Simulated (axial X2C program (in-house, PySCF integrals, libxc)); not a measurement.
Potential curves of HfS⁻, scalar-relativistic

All values were computed with an in-house all-electron X2C program for linear molecules (integrals from PySCF). Spin-free means the one-electron spin-free X2C Hamiltonian. Basis: Hf dyall-acv3z [14s15p10d7f4g], S dyall-av3z [9s8p3d2f] (cores contracted in-house); Gaussian nuclei, density fitting, unrestricted open shells. Masses: Hf 179.947 u, S 31.972 u.

State: M_S = 1/2, Λ = 2 (beyond evenly filled blocks: δ+α). Energies in cm⁻¹ from the fragments at the same level (Hf + S-). Fits are polynomials in 1 − R0/R over 0.85 to 1.23 times the lowest point R0.

| R (Å) | CCSD(T) |
| --- | --- |
| 2.1122 | -37605 |
| 2.1796 | -39538 |
| 2.2470 | -40401 |
| 2.3256 | -40371 |
| 2.4043 | -39507 |
| 2.5054 | -37532 |

Correlated methods: 11 electrons correlated (number of frozen shells: Hf 5 s, 4 p, 2 d, 1 f; S 2 s, 1 p), 333 virtual spin orbitals or spinors in MP2, 90 natural virtuals in coupled cluster.

The state is one determinant whose occupation by symmetry is held fixed; it was picked as the lowest of a PBE0 search that is not exhaustive. De is counted from the lowest determinant-based energies of the atoms at the same level, without counterpoise correction. Coupled cluster ran in a truncated set of natural virtual spinors; the MP2 energy of the rest was added. (T) has no such correction and the atoms are truncated less, which lowers De at CCSD(T) by a hundredth of an eV or more. PBE0 can misorder states that lie within some tenths of an eV, so this need not be the ground state of the molecule. The nearest other spin-free determinant of the search, M_S = 1/2, Λ = 1, lies 0.23 eV up at the distance of the search. The outer-core s and p shells of the metal are frozen in the correlated rows, which leaves out core–valence correlation; for alkali and alkaline-earth bonds that tends to lengthen them. The determinant is spin-polarised beyond a pure state at some levels (its spin-free form has ⟨S²⟩ too high), which makes Re and μ there less reliable. The T1 diagnostic is large, a sign of multireference character. With the outer-core shells frozen, correlated bond lengths of heavy atoms tend to come out a few hundredths of an ångström too long. Coupled cluster ran on the points near the minimum only. MP2 and coupled cluster on one determinant become unreliable at the stretched end.

Q: What are Re, ωe and De at the CCSD(T) level?

A: At CCSD(T), spin-free: Re = 2.283 Å, ωe ≈ 444 cm⁻¹, De = 5.02 eV to Hf + S-; Be follows as 0.119 cm⁻¹.
